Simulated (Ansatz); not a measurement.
Start from `O[SiH2]B([SiH3])[SiH3]` and change one atom or group to get `[AlH2][B]([SiH3])[SiH3]`.

Ansatz, PBE0-D4/def2-TZVP geometries, multiplicity 1. Each molecule was computed in one conformer, which needn't be the lowest.

```tsv
property	`O[SiH2]B([SiH3])[SiH3]`
LUMO energy (PBE0/def2-TZVPP) / eV	-3.20
HOMO–LUMO gap (ωB97M-V/def2-TZVPP) / eV	8.61
LUMO energy (ωB97M-V/def2-TZVPP) / eV	-1.23
HOMO energy (PBE/def2-TZVPP) / eV	-6.49
HOMO–LUMO gap (PBE/def2-TZVPP) / eV	2.42
size of the dipole moment (B3LYP/def2-TZVPP) / D	1.17
```

(1) What does the change do to each property? (Estimate.)

Answers

(1) Computed: 
| property | `[AlH2][B]([SiH3])[SiH3]` | shift |
| --- | --- | --- |
| LUMO energy (PBE0/def2-TZVPP) / eV | -3.09 | 0.11 |
| HOMO–LUMO gap (ωB97M-V/def2-TZVPP) / eV | 8.28 | -0.33 |
| LUMO energy (ωB97M-V/def2-TZVPP) / eV | -1.12 | 0.11 |
| HOMO energy (PBE/def2-TZVPP) / eV | -6.23 | 0.26 |
| HOMO–LUMO gap (PBE/def2-TZVPP) / eV | 2.25 | -0.17 |
| size of the dipole moment (B3LYP/def2-TZVPP) / D | 0.03 | -1.14 |

With PBE0 the HOMO rises by 0.38 eV and the LUMO rises by 0.11 eV, so the gap narrows by about 0.27 eV. PBE moves the HOMO by 0.26 eV and ωB97M-V by 0.43 eV.

B3LYP here is the variant with VWN-RPA as its local correlation; programs differ in this.
